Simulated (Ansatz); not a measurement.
def2 core potentials replace the inner electrons of Sn.

Z-matrix (Å, degrees):
```
C
C 1 1.3978
H 2 1.0932 1 120.75
C 2 1.3941 3 119.87 1 179.35
H 4 1.0925 2 119.73 3 0.65
C 4 1.3945 5 120.19 2 179.75
H 6 1.0925 4 119.85 5 0.22
C 6 1.3945 7 119.85 4 179.68
H 8 1.0925 6 120.19 7 -0.22
C 8 1.3941 9 119.73 6 179.75
H 10 1.0932 8 119.87 9 -0.65
Sn 1 2.1127 2 119.61 3 -0.76
Cl 12 2.3346 1 110.25 2 150.21
Cl 12 2.3346 1 110.25 2 29.10
Cl 12 2.3347 1 114.48 2 -90.34
```
Charge 0, multiplicity 1.

Q: What is the computed LUMO, HOMO and HOMO–LUMO gap (CAM-B3LYP-D3(BJ)/def2-TZVP // PBE0-D3(BJ)/def2-SVP (Ansatz, a program for electronic structure))?

A: 
The LUMO is -1.20 eV, the HOMO comes out as -9.28 eV and the HOMO–LUMO gap is 8.08 eV.
